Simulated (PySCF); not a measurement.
Compound: C₄H₁₁Si₃ (doublet state).
Atom-mapped SMILES: `[CH3:1][C:2]#[C:3][SiH:4][CH:5]([SiH3:6])[SiH3:7]` (hydrogens: H8, H9, H10 on C1; H11 on Si4; H12 on C5; H13, H14, H15 on Si6; H16, H17, H18 on Si7)

Geometry (GFN2-xTB, Å), atoms numbered from 1 in this order:
```
atom  x, y, z in Å
C1     3.687   -0.298   -0.706
C2     2.419   -0.192   -0.019
C3     1.354   -0.061    0.542
Si4   -0.237   -0.108    1.433
C5    -1.752   -0.012    0.283
Si6   -1.882    1.674   -0.588
Si7   -1.746   -1.483   -0.923
H8     4.373    0.469   -0.345
H9     4.129   -1.279   -0.530
H10    3.543   -0.164   -1.779
H11   -0.266    0.848    2.545
H12   -2.640   -0.115    0.915
H13   -3.086    1.730   -1.421
H14   -1.973    2.732    0.425
H15   -0.695    1.897   -1.414
H16   -2.941   -1.468   -1.775
H17   -0.554   -1.433   -1.768
H18   -1.742   -2.730   -0.150
```

The hyperfine couplings belong to this conformer and change with its torsions.

Level of theory: UKS B3LYP, pcH-1 on C H Si, non-relativistic, mean-field spin-orbit, GIAO (PySCF 2.14.0). One conformer (not necessarily the lowest) at the GFN2-xTB geometry, without solvent, vibrations or thermal averaging. A GFN2-xTB geometry isn't a minimum of the functional, and hyperfine couplings can be far from their values at a DFT geometry, by a factor of two or more for some ions and for spin on atoms past the first row. The SCF solution wasn't tested for stability.

Problem. Break the g tensor into its mass correction, gauge correction and orbital-Zeeman/spin–orbit terms.

Solution. 
```
                    Δg (ppm)     1     2     3
relativistic mass correction  -141  -141  -141
            gauge correction    18    48    65
   orbital Zeeman/spin–orbit  -156   826  1235
                       total  -279   734  1159
```

So g = 2.00204, 2.00305, 2.00348 and g_iso = 2.00286; the tensor is rhombic: the two nearest values differ by 30 % of g3 − g1. Axes: g2 points within 5° of the Si4–C5 bond.

Problem. What effective moment and Curie constant follow for a powder?

Solution. With the mean of g² = 4.0114 and S(S+1) = 0.75: μ_eff = √(⟨g²⟩S(S+1)) = 1.735 μB and χT = 0.12505·⟨g²⟩·S(S+1) = 0.376 cm³ K/mol (cgs; spin-Hamiltonian part alone).

Problem. At 9.636 GHz, how far is the centre of the isotropic spectrum from where a free electron (g = 2.002319) resonates?

Solution. B = hν/(g μB) with μB/h = 13.99624 MHz/mT gives 343.84 mT for the free electron and 343.74 mT at g_iso, 0.09 mT lower.

Problem. In a frozen sample, at which fields do the three g values resonate at 9.5, 34, 94 and 263 GHz (hyperfine left aside), and which band first spreads them over more than twice a line width of 1.0 mT?

Solution. 
```tsv
band	GHz	B(g3) mT	B(g2) mT	B(g1) mT	spread mT
X	9.5	338.79	338.86	339.03	0.24
Q	34.0	1212.50	1212.76	1213.37	0.87
W	94.0	3352.21	3352.93	3354.62	2.41
J	263.0	9379.07	9381.06	9385.80	6.74
```

The spread grows in proportion to the frequency. W band is the first where it exceeds 2.0 mT.

Largest spin populations (Mulliken): Si4 (+0.89), C2 (+0.18) and C3 (-0.11). The angles at Si4 add up to 339.4°, so it is pyramidal.

The HOMO–LUMO gaps are 4.99 eV among the α and 4.95 eV among the β orbitals.
